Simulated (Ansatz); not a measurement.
Born–Oppenheimer molecular dynamics of C₂H₆BF (10 atoms, charge 0, multiplicity 1). It starts from a relaxed structure.

The calculation used RKS B3LYP-D4/STO-3G in Ansatz.

```
ensemble                      : NVE (velocity Verlet)
time step                     : 0.25 fs
steps asked                   : 250
starting velocities drawn for : 300 K
seed                          : 936939
```

First frame:

```xyz
10
Properties=species:S:1:pos:R:3
B -0.003 -0.115 0.001
C 0.014 -0.026 1.593
H -0.734 -0.707 2.029
H 0.992 -0.266 2.033
H -0.262 0.989 1.921
F 1.116 -0.358 -0.647
C -1.357 0.086 -0.817
H -2.066 -0.726 -0.584
H -1.853 1.024 -0.526
H -1.210 0.099 -1.907
```

**Question.** How far do the bonds stretch over the last three quarters of this one trajectory? (Pairs bonded in most of those frames.)

**Answer.** 
| bond | mean (Å) | spread (Å) | shortest | longest |
| --- | --- | --- | --- | --- |
| B1–C2 | 1.596 | 0.012 | 1.58 | 1.62 |
| B1–F6 | 1.322 | 0.018 | 1.29 | 1.36 |
| B1–C7 | 1.597 | 0.018 | 1.57 | 1.63 |
| C2–H3 | 1.104 | 0.018 | 1.07 | 1.13 |
| C2–H4 | 1.100 | 0.009 | 1.08 | 1.12 |
| C2–H5 | 1.101 | 0.008 | 1.09 | 1.12 |
| C7–H8 | 1.105 | 0.018 | 1.08 | 1.13 |
| C7–H9 | 1.100 | 0.015 | 1.07 | 1.13 |
| C7–H10 | 1.102 | 0.014 | 1.08 | 1.12 |

Mean temperature of the second half: 153 K. The conserved energy stayed within 0.043 meV per atom of its start (net change 0.035 meV per atom), so the integration is sound. Over the second half the temperature averaged 0.51 of the 300 K drawn at the start: a run that starts near a minimum puts about half its kinetic energy into the potential. A run of 0.062 ps of so small a system gives no equilibrium averages. Limits of this set-up: minimal basis.

Run time: 4.4 min on 1 thread of Arm Neoverse V2 (shared host), peak memory 0.082 GiB.
